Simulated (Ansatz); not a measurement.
`NBOCN`. Charge 0, multiplicity 1.

Z-matrix (Å, degrees):
```
C
N 1 1.439
O 1 1.405 2 110.4
H 1 1.096 2 107.7 3 120.9
H 1 1.097 2 114.2 3 -118.6
H 2 1.012 1 111.7 3 77.2
H 2 1.011 1 111.4 3 -161.1
B 3 1.369 1 119.2 2 79.2
N 8 1.398 3 118.7 1 -172.7
H 8 1.201 3 121.1 1 9.3
H 9 1.003 8 122.6 3 -177.9
H 9 1.006 8 122.7 3 2.5
```

Task: List the harmonic frequencies (cm⁻¹, unscaled) at PBE0-D4/def2-TZVP in Ansatz. (Estimate.)

Result: Ansatz gave: 86, 119, 173, 268, 422, 439, 556, 606, 777, 850, 917, 983, 1040, 1099, 1146, 1216, 1278, 1353, 1408, 1469, 1520, 1628, 1649, 2593, 3011, 3056, 3542, 3634, 3635, 3747.

Task: Is this a minimum?

Result: Yes, all 30 modes are real.

Task: Give the ideal-gas thermochemistry at 298.15 K and 1 bar (rigid rotor, harmonic oscillator; point group C1, symmetry number 1).

Result: Zero-point energy 264.5 kJ/mol; H(298) − E = 284.4 kJ/mol; entropy 330.4 J/(mol·K), of which translation 162.5, rotation 107.1, vibration 60.8; G(298) − E = 185.9 kJ/mol. Modes under 100 cm⁻¹ are hindered rotations or soft bends, so the harmonic entropy is rough.
